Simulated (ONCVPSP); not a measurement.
# oxygen (O): excitation energies, all-electron against ONCV

| Quantity | Value |
| --- | --- |
| Element | O (Z = 8) |
| Generator | ONCVPSP 4.0.1 |
| Type | optimised norm-conserving Vanderbilt (ONCV) |
| Functional | LDA (Perdew-Zunger) |
| Relativity | scalar-relativistic |
| Frozen core | [He] |
| Valence charge | 6 |
| Reference configuration | 2s2 2p4 |
| Partial waves | 2s: rc 0.90 bohr, ncon 4, nbas 8, qcut 6.5 1/bohr, local; 2p: rc 1.60 bohr, ncon 3, nbas 7, qcut 7.7 1/bohr, 2 projectors, debl 2 Ha; d scattering state at 0.11 Ha: rc 1.30 bohr, ncon 3, nbas 7, qcut 7.5 1/bohr, 2 projectors, debl 0.7 Ha |
| Local potential | the s channel |
| Core correction | Teter function, fcfact 5, rcfact 1.6 |

Energies are relative to the spin-unpolarised reference configuration 2s2 2p4; without spin polarisation the order of configurations can differ from experiment.

Question: Give the all-electron excitation energy and the error of the potential for: 2s2 2p3; 2s2 2p2; 2s2 2p1; 2s2 2p3.5.

Answer:

| valence configuration | charge | ΔE all-electron (eV) | error AE − PS (meV) |
| --- | --- | --- | --- |
| 2s2 2p3 | +1 | 16.583 | +55 |
| 2s2 2p2 | +2 | 50.292 | +422 |
| 2s2 2p1 | +3 | 104.255 | +1551 |
| 2s2 2p3.5 | +0.5 | 6.366 | +8.7 |
